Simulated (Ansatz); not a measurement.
Results of the Gaussian-basis code of Ansatz.

A structure relaxed at PBE0-D4/def2-TZVP, charge 0, multiplicity 1:

Cartesian coordinates in Å:
```
F -1.162 0.384 1.285
C -1.008 -0.737 0.552
F -2.221 -1.210 0.283
F -0.392 -1.627 1.334
O -0.344 -0.517 -0.577
Ge 0.919 0.749 -0.785
Cl 2.498 0.354 0.591
H 1.392 0.489 -2.210
H 0.317 2.115 -0.473
```

Problem. Give its formula and SMILES.

Solution. CH2ClF3GeO, `FC(F)(F)[O][GeH2][Cl]`.

Problem. Summarise the bond lengths by kind.

Solution. 3 × C–F 1.329 to 1.348 Å; 1 × C–O 1.328 Å; 1 × Ge–O 1.801 Å; 1 × Cl–Ge 2.131 Å; 2 × Ge–H 1.523 to 1.526 Å.
